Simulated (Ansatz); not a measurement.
C₃H₈FGaO (`CC(C)[O][GaH][F]`), relaxed with RKS PBE0-D4/def2-TZVP in Ansatz 0.2.0 from a GFN2-xTB geometry. The force threshold is 0.005 eV/Å; the program also tests the step.

The species carries charge 0 and has multiplicity 1.

Start:

```xyz
14

C     0.062   -0.901    1.136
C    -0.729   -0.285   -0.013
C    -0.394   -0.969   -1.335
O    -0.480    1.102   -0.121
Ga    0.829    2.173    0.254
F     0.587    3.720   -0.493
H     1.130   -0.823    0.918
H    -0.200   -1.948    1.267
H    -0.149   -0.361    2.059
H    -1.805   -0.387    0.188
H    -0.967   -0.516   -2.140
H     0.667   -0.840   -1.549
H    -0.625   -2.029   -1.284
H     2.074    2.063    1.113
```

(1) How much energy does the relaxation release, and in how many steps? (Estimate.)

(2) Which bonds change most? (An estimate is asked.)

(3) Give the relaxed structure. (An estimate is asked.)

Results:

(1) Ansatz gave: 7.45 kJ/mol, in 22 steps, 4 of them rejected.

(2) The calculation gave: O4–Ga5 from 1.732 to 1.768 Å; Ga5–H14 from 1.517 to 1.545 Å; Ga5–F6 from 1.735 to 1.749 Å; C1–C2 from 1.525 to 1.517 Å.

(3) Computed: 
```xyz
14

C    -0.093   -0.876    1.258
C    -0.764   -0.276    0.036
C    -0.220   -0.855   -1.257
O    -0.677    1.136    0.043
Ga    0.824    2.068   -0.023
F     0.464    3.779    0.008
H     0.989   -0.706    1.228
H    -0.257   -1.955    1.307
H    -0.491   -0.426    2.169
H    -1.838   -0.499    0.088
H    -0.707   -0.391   -2.116
H     0.860   -0.685   -1.333
H    -0.389   -1.934   -1.307
H     2.301    1.622   -0.099
```
